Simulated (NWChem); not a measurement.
System: C2H5FSi; SMILES [SiH3]/C=C\F

NWChem input:

```
start job
memory heap 200 mb stack 900 mb global 1100 mb
geometry units angstroms noautosym nocenter noautoz
  F      0.743792     1.663296     0.000000
  C     -0.544505     1.325954     0.000000
  C     -0.940837     0.056092     0.000000
  Si     0.248368    -1.392281     0.000000
  H     -1.193676     2.208502     0.000000
  H     -2.022617    -0.106376     0.000000
  H      1.122451    -1.372216     1.211586
  H     -0.545511    -2.657150     0.000000
  H      1.122451    -1.372216    -1.211586
end
basis spherical
  * library 6-31g*
end
dft
  xc hfexch
  iterations 150
  mulliken
end
task dft energy
esp
  recalculate
  probe 0.07
  range 0.3
  factor 1.0
  spacing 0.02
end
task esp
```

Output (shortened):

```
             Northwest Computational Chemistry Package (NWChem) 7.3.0
             --------------------------------------------------------

                             Geometry "geometry" -> ""
                             -------------------------

 Output coordinates in angstroms (scale by  1.889725989 to convert to a.u.)

  No.       Tag          Charge          X              Y              Z
 ---- ---------------- ---------- -------------- -------------- --------------
    1 F                    9.0000     0.74379200     1.66329600     0.00000000
    2 C                    6.0000    -0.54450500     1.32595400     0.00000000
    3 C                    6.0000    -0.94083700     0.05609200     0.00000000
    4 Si                  14.0000     0.24836800    -1.39228100     0.00000000
    5 H                    1.0000    -1.19367600     2.20850200     0.00000000
    6 H                    1.0000    -2.02261700    -0.10637600     0.00000000
    7 H                    1.0000     1.12245100    -1.37221600     1.21158600
    8 H                    1.0000    -0.54551100    -2.65715000     0.00000000
    9 H                    1.0000     1.12245100    -1.37221600    -1.21158600

 Effective nuclear repulsion energy (a.u.)     153.0052347700

  xc_inp: hfexch multiplicative factor not found.

                                 NWChem DFT Module
                                 -----------------

 Summary of "ao basis" -> "ao basis" (spherical)
 ------------------------------------------------------------------------------
       Tag                 Description            Shells   Functions and Types
 ---------------- ------------------------------  ------  ---------------------
 F                           6-31g*                  6       14   3s2p1d
 C                           6-31g*                  6       14   3s2p1d
 Si                          6-31g*                  8       18   4s3p1d
 H                           6-31g*                  2        2   2s

            General Information
            -------------------
          SCF calculation type: DFT
          Wavefunction type:  closed shell.
          No. of atoms     :     9
          No. of electrons :    40
           Alpha electrons :    20
            Beta electrons :    20
          Charge           :     0
          Spin multiplicity:     1
          Use of symmetry is: off; symmetry adaption is: off
          Maximum number of iterations: 150
          AO basis - number of functions:    70
                     number of shells:    36
          Convergence on energy requested:  1.00D-06
          Convergence on density requested:  1.00D-05
          Convergence on gradient requested:  5.00D-04

              XC Information
              --------------
                     Hartree-Fock (Exact) Exchange  1.000

      Superposition of Atomic Density Guess
      -------------------------------------

 Sum of atomic energies:        -466.00131054

      Non-variational initial energy
      ------------------------------

 Total energy =    -467.640030
 1-e energy   =    -947.356907
 2-e energy   =     326.711642
 HOMO         =      -0.287104
 LUMO         =       0.033131

     ---------------------------------------------
      Total Density - Mulliken Population Analysis
     ---------------------------------------------

    Atom       Charge   Shell Charges
 -----------   ------   -------------------------------------------------------
    1 F    9     9.42   2.00  0.94  3.38  1.00  2.09  0.01
    2 C    6     5.49   2.00  0.70  1.57  0.49  0.66  0.07
    3 C    6     6.72   2.00  0.74  2.06  0.64  1.25  0.02
    4 Si  14    13.61   2.00  2.00  5.97  0.98  1.70  0.31  0.53  0.13
    5 H    1     0.82   0.47  0.35
    6 H    1     0.74   0.45  0.30
    7 H    1     1.07   0.47  0.59
    8 H    1     1.06   0.47  0.59
    9 H    1     1.07   0.47  0.59

   convergence    iter        energy       DeltaE   RMS-Dens  Diis-err
 ---------------- ----- ----------------- --------- --------- ---------
 d= 0,ls=0.0,diis     1   -466.8989027446 -6.20D+02  6.77D-03  3.94D-01
 d= 0,ls=0.0,diis     2   -466.9504880304 -5.16D-02  2.42D-03  8.70D-02
 d= 0,ls=0.0,diis     3   -466.9600481980 -9.56D-03  1.11D-03  5.80D-03
 d= 0,ls=0.0,diis     4   -466.9612098345 -1.16D-03  2.41D-04  1.50D-04
 d= 0,ls=0.0,diis     5   -466.9612557827 -4.59D-05  8.96D-05  1.62D-05
  Resetting Diis
 d= 0,ls=0.0,diis     6   -466.9612620572 -6.27D-06  2.59D-05  1.70D-06
 d= 0,ls=0.0,diis     7   -466.9612626651 -6.08D-07  1.09D-05  4.09D-07
 d= 0,ls=0.0,diis     8   -466.9612627455 -8.05D-08  4.01D-06  7.04D-08

         Total DFT energy =     -466.961262745532
      One electron energy =     -949.592773016395
           Coulomb energy =      372.224093141073
    Exchange-Corr. energy =      -42.597817640167
 Nuclear repulsion energy =      153.005234769956

 Numeric. integr. density =        0.000000000000

                       DFT Final Molecular Orbital Analysis
                       ------------------------------------

 Vector   18  Occ=2.000000D+00  E=-4.779388D-01
              MO Center= -4.9D-01, -9.6D-01, -6.6D-16, r^2= 3.2D+00
   Bfn.  Coefficient  Atom+Function         Bfn.  Coefficient  Atom+Function
  ----- ------------  ---------------      ----- ------------  ---------------
    50      0.359478  4 Si py                32     -0.271132  3 C  py
    68     -0.268086  8 H  s                 67     -0.213483  8 H  s
    31      0.199583  3 C  px                18      0.179576  2 C  py
    36     -0.166220  3 C  py                46     -0.150839  4 Si py
    34      0.121279  3 C  s                 35      0.118024  3 C  px

 Vector   19  Occ=2.000000D+00  E=-4.738582D-01
              MO Center=  1.1D-01, -1.3D+00,  1.4D-13, r^2= 3.1D+00
   Bfn.  Coefficient  Atom+Function         Bfn.  Coefficient  Atom+Function
  ----- ------------  ---------------      ----- ------------  ---------------
    49      0.372464  4 Si px                68     -0.248461  8 H  s
    66      0.200517  7 H  s                 70      0.200517  9 H  s
    31     -0.186388  3 C  px                67     -0.187045  8 H  s
    65      0.157700  7 H  s                 69      0.157700  9 H  s
    45     -0.154172  4 Si px                35     -0.124458  3 C  px

 Vector   20  Occ=2.000000D+00  E=-3.770120D-01
              MO Center= -5.3D-01,  4.8D-01,  5.8D-15, r^2= 2.2D+00
   Bfn.  Coefficient  Atom+Function         Bfn.  Coefficient  Atom+Function
  ----- ------------  ---------------      ----- ------------  ---------------
    33      0.371132  3 C  pz                19      0.349990  2 C  pz
    37      0.331355  3 C  pz                23      0.238160  2 C  pz
     5     -0.200682  1 F  pz                 9     -0.184647  1 F  pz
    66     -0.134906  7 H  s                 70      0.134906  9 H  s
    51     -0.082174  4 Si pz                65     -0.080927  7 H  s

 Vector   21  Occ=0.000000D+00  E= 1.322130D-01
              MO Center= -4.6D-01, -6.6D-02,  2.1D-14, r^2= 4.1D+00
   Bfn.  Coefficient  Atom+Function         Bfn.  Coefficient  Atom+Function
  ----- ------------  ---------------      ----- ------------  ---------------
    55      0.812227  4 Si pz                66     -0.585495  7 H  s
    70      0.585495  9 H  s                 23     -0.567109  2 C  pz
    19     -0.356689  2 C  pz                37      0.357105  3 C  pz
    33      0.207795  3 C  pz                 9      0.155071  1 F  pz
    51      0.147579  4 Si pz                 5      0.125634  1 F  pz

[...]

                     NWChem Electrostatic Potential Fit Module
                     -----------------------------------------

 Atom parameters

 Number of atoms is                                    9
 Number of basis functions is                         70

 Grid parameters

 Maximum number of grid points is                  40647
 Number of grid points is                          40646
 Grid range                                     0.300000 nm
 Grid spacing                                   0.020000 nm
 Probe radius                                   0.070000 nm
 Atom radius factor                             1.000000

 Atomic radii

    1    0.100000
    6    0.147000
    9    0.128000
   14    0.187000
 FASTESP  F
  using M.O. file = ./job.movecs

    Atom              Coordinates                           Charge

                                                  ESP

    1 F     0.074379    0.166330    0.000000   -0.185976
    2 C    -0.054451    0.132595    0.000000    0.179940
    3 C    -0.094084    0.005609    0.000000   -0.439922
    4 Si    0.024837   -0.139228    0.000000    0.692237
    5 H    -0.119368    0.220850    0.000000    0.110074
    6 H    -0.202262   -0.010638    0.000000    0.148080
    7 H     0.112245   -0.137222    0.121159   -0.165023
    8 H    -0.054551   -0.265715    0.000000   -0.174612
    9 H     0.112245   -0.137222   -0.121159   -0.164797
                                            ------------
                                                0.000000

 Dipole moment                                  0.692138

 Quadrupole moment Qxx                          0.530403
                   Qyy                          1.835209
                   Qzz                         -2.365612

 RMS deviation kJ/mol                           0.062874

 RRMS %                                        39.871351
```

Level: Hartree-Fock/6-31G* (spherical d). Coordinates come from a PBE0/def2-SVP optimisation.
